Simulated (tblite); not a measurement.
Compound: C5H6NO (doublet state).
Cartesian coordinates in Å at the GFN2-xTB level; atoms count from 1:
```xyz
13
C5H6NO angstrom
C      2.1636    0.7115   -0.6474
N      0.9154    0.6514   -0.7137
C      0.1906   -0.3181    0.0944
C     -0.4614    0.3702    1.2446
O     -1.8099    0.3464    1.1345
C     -2.1150   -0.4077    0.0538
C     -1.0334   -0.8440   -0.6031
H      2.7918    0.0369   -0.0542
H      2.6685    1.4811   -1.2126
H      0.8805   -1.1262    0.4175
H     -0.0300    1.1048    1.8928
H     -3.1602   -0.5641   -0.1344
H     -1.0047   -1.4419   -1.4898
```

All values are computed: GFN2-xTB (tblite) harmonic vibrations without scaling, gas phase. This tight-binding method is rough: wavenumbers can miss measured ones by several per cent, in bad cases by 10 to 20. One conformer, not necessarily the lowest. Open shells enter through the occupations alone, without spin polarisation, and single modes of such species can be off by tens of per cent.

Harmonic wavenumbers (cm⁻¹): 65.8, 143.5, 262.1, 390.3, 408.2, 458.3, 527.1, 689.5, 746.9, 774.3, 800.9, 821.9, 929.7, 970.6, 988.0, 1012.1, 1058.6, 1088.9, 1124.2, 1158.4, 1208.1, 1230.2, 1255.2, 1296.0, 1412.4, 1576.6, 1717.2, 2694.3, 2865.5, 3070.8, 3153.4, 3174.1, 3191.1.

A = 7381, B = 2036, C = 1733 MHz; mass 96.045 u (most abundant isotopes); point group C1, symmetry number 1; spin multiplicity 2.

**Question.** What is the zero-point energy?

**Answer.** ½Σν̃ = 21132 cm⁻¹ = 252.80 kJ/mol.

**Question.** Give the ideal-gas entropy at 200 K and 1 bar in the rigid-rotor, harmonic-oscillator model (classical rotation).

**Answer.** Translation 157.49, rotation 107.63, vibration 34.85, spin (R ln 2) 5.76: S = 305.7 J/(mol K).

**Question.** And Cp and H(200 K) − H(0)?

**Answer.** Cp = 78.28 J/(mol K), of which vibrations give 45.02 (their classical limit is 33 R = 274.4); H(200 K) − H(0) = 10.65 kJ/mol without the zero-point energy, 4.00 from vibrations.

**Question.** How do the functions run with temperature in this model?

**Answer.** 
```
 T (K)  S (J/(mol K))  Cp (J/(mol K))  H − H(0) (kJ/mol)  G − H(0) (kJ/mol)  ln q(vib)
    50          229.7            42.1               1.83              -9.65       0.18
   100          262.0            52.3               4.19             -22.00       0.66
298.15          342.8           109.7              19.86             -82.33       3.04
373.15          370.0           133.4              28.99            -109.07       4.08
   500          413.9           166.9              48.13            -158.82       5.96
   750          490.7           210.9              95.85            -272.16       9.78
  1000          555.3           237.9             152.20            -403.14      13.47
```

q(vib) and H(0) count from the zero-point level.

**Question.** What must be added to the electronic energy to get the Gibbs energy at 200 K and 1 bar?

**Answer.** ZPE + [H(200 K) − H(0)] − T·S = 252.80 + 10.65 − 61.15 = 202.30 kJ/mol.

Hindered rotation and anharmonicity are outside this model. Other conformers, if any are populated, would add a mixing term that is left out. The structure is chiral; the term R ln 2 for an equal mix with its mirror image is left out.

The run took 0.31 s of wall time on Arm Neoverse V1, one thread, no GPU, shared host with 32 logical CPUs at a one-minute load of 40. The figure is for the frequency step alone.
